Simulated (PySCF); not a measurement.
Al(Cl)(Me)(SMe) (C2H6AlClS), SMILES C[S][Al]([CH3])[Cl]. Heavy atoms are numbered as in [Al:1]([Cl:2])([CH3:3])[S:7][CH3:8]. Hydrogens are named by the atom that carries them.

Geometry optimised at B3LYP-D3(BJ)/def2-SVP. The structure was generated by enumeration; whether it is a known compound was not checked. The values are those of a single conformer.

These are PBE/pcSseg-1 in PySCF values and carry that method's errors.

GIAO shieldings, no solvent; atoms alike by connectivity are averaged. δ = σ(ref) − σ: ³⁵Cl against HCl (σ = 936.5 ppm); ¹³C against TMS (σ = 182.0 ppm); ¹H against TMS (σ = 31.49 ppm); ³³S against H2S (σ = 706.5 ppm), references at their B3LYP-D3(BJ)/def2-TZVP geometries, non-relativistic (without spin–orbit terms, shifts of atoms bonded to Cl or Br come out too high).

```
nucleus     atoms  count  δ (ppm)
-------  --------  -----  -------
³⁵Cl          Cl2      1     67.3
¹³C      C8 (CH3)      1     16.0
¹³C      C3 (CH3)      1     -9.1
¹H        H on C8      3     2.35
¹H        H on C3      3     0.29
³³S            S7      1    136.4
```
